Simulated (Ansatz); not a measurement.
Cartesian coordinates in Å:
```
C 1.019 1.447 -0.808
Al 0.338 -0.138 0.076
C -1.415 -0.901 0.505
S -0.684 -2.354 1.312
S 1.347 -1.824 1.010
H 0.667 1.502 -1.843
H 0.678 2.356 -0.303
H 2.111 1.459 -0.822
H -2.028 -0.340 1.215
H -2.033 -1.207 -0.342
```

Charge 0, multiplicity 1.

List the ωB97M-V/def2-TZVPP orbital energies in eV (the Gaussian-basis code of Ansatz). (An estimate is asked.)

Computed: Occupied: -2427.18, -2426.62, -1532.29, -281.70, -281.13, -221.04, -220.57, -164.19, -164.10, -163.91, -163.70, -163.56, -163.51, -116.90, -76.56, -76.42, -76.34, -25.06, -22.17, -21.85, -19.06, -14.58, -14.41, -13.99, -13.93, -12.65, -12.21, -10.83, -10.33, -9.75, -7.97. Lowest empty: 0.83, 0.96, 1.21, 2.05, 2.83, 3.68, 4.05, 4.51.
